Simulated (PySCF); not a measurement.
CH4AlCl2N, SMILES C[NH][Al]([Cl])[Cl]. Geometry: B3LYP-D3(BJ)/def2-SVP. The structure was generated by enumeration; whether it is a known compound was not checked. Other conformers were not sampled.

The numbers are results of B3LYP-D3(BJ)/def2-SVP run with PySCF, not measurements.

Harmonic wavenumbers (cm⁻¹): 106, 109, 147, 160, 222, 300, 428, 534, 621, 779, 1080, 1139, 1149, 1384, 1453, 1471, 1495, 2991, 3047, 3110, 3573. Rotational constants (GHz): 2.531, 1.702, 1.024; symmetry number 1.

Problem. Work out the zero-point energy and the ideal-gas rigid-rotor harmonic-oscillator thermochemistry at 298.15 K and 1 atm.

Solution. ZPE = ½ Σ hcν = ½ × 25298 cm⁻¹ = 151.31 kJ/mol. H − E(el) = 172.97 kJ/mol. Entropy in J/(mol K): translation 169.25, rotation 119.99, vibration 73.50, total 362.74. G − E(el) = 64.82 kJ/mol. Cp = 102.57 J/(mol K). Modes under 150 cm⁻¹ make the vibrational entropy uncertain.
